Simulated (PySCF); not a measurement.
# Basis and Hamiltonian dependence of the excitation energy of Ga²⁺

Ga²⁺ [Ar] 3d10 4s1 (2S) → Ga²⁺ [Ar] 3d10 4p1 (2P). All values are computed (PySCF 2.14, energy differences of UHF-based or UKS calculations, no spin-orbit coupling). Values in eV.

```json
{"basis": "aug-cc-pVDZ-PP with ECP10MDF", "Hamiltonian": "ECP", "functions": "32", "UHF": "7.940", "PBE": "8.225", "PBE0": "8.172"}
{"basis": "def2-TZVPPD", "Hamiltonian": "non-relativistic", "functions": "54", "UHF": "7.609", "PBE": "7.815", "PBE0": "7.778"}
{"basis": "aug-cc-pVTZ-PP with one added diffuse shell each of s, d, f type with ECP10MDF", "Hamiltonian": "ECP", "functions": "68", "UHF": "7.882", "PBE": "8.187", "PBE0": "8.130"}
{"basis": "aug-cc-pVQZ-PP with ECP10MDF", "Hamiltonian": "ECP", "functions": "89", "UHF": "7.878", "PBE": "8.186", "PBE0": "8.126"}
{"basis": "x2c-QZVPPall", "Hamiltonian": "spin-free X2C", "functions": "94", "UHF": "7.917", "PBE": "8.252", "PBE0": "8.189"}
{"basis": "aug-cc-pwCVTZ-PP with ECP10MDF", "Hamiltonian": "ECP", "functions": "96", "UHF": "7.875", "PBE": "8.202", "PBE0": "8.136"}
{"basis": "x2c-QZVPPall with one added diffuse shell each of s, p, d, f type", "Hamiltonian": "spin-free X2C", "functions": "110", "UHF": "7.917", "PBE": "8.251", "PBE0": "8.188"}
{"basis": "aug-cc-pVQZ-PP with one added diffuse shell each of s, p, d, f, g type with ECP10MDF", "Hamiltonian": "ECP", "functions": "114", "UHF": "7.878", "PBE": "8.186", "PBE0": "8.126"}
```

Non-relativistic rows lack the scalar-relativistic shift.
